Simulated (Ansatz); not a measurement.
Consider the ligand exchange at the Si–O bond: `[NH2][GeH2][O][SiH](N)Cl` + `N[SiH3]` → `N[SiH](Cl)N[SiH3]` + `[NH2][GeH2][OH]`.

Computed with Ansatz on PBE0-D4/def2-TZVP structures; ΔE is electronic, products minus reactants. CCSD(T)/CBS adds triple-zeta CCSD(T) − MP2 to the extrapolated MP2 energy (def2 sets, frozen cores). This one scheme is used for every species. DFT in def2-TZVPP. B3LYP here is the variant with VWN-RPA as its local correlation; programs differ in this. For Ge outer-core shells are correlated without core-valence functions, which leaves a few kJ/mol of doubt a bond. Scalar relativity is left out up to krypton. One conformer a species, not always the lowest.

```tsv
level	ΔE (kcal/mol)	difference from CCSD(T)/CBS
r2SCAN-D4	14.9	0.6
PBE0-D4	14.0	-0.3
B3LYP-D4	15.2	0.9
r2SCAN	14.7	0.4
PBE0	13.6	-0.7
B3LYP	14.6	0.3
CCSD/def2-TZVPP	15.1	0.8
CCSD(T)/def2-TZVPP	15.0	0.7
HF/def2-QZVPP	16.0	1.7
MP2/def2-QZVPP	14.4	0.1
CCSD(T)/CBS	14.3	0
```

Largest T1 diagnostic among the species: 0.011.

In def2-TZVPP, CCSD(T) changes the Hartree–Fock value by −1.1 kcal/mol (the triples alone add −0.1 kcal/mol) and MP2 by −1.3 kcal/mol.
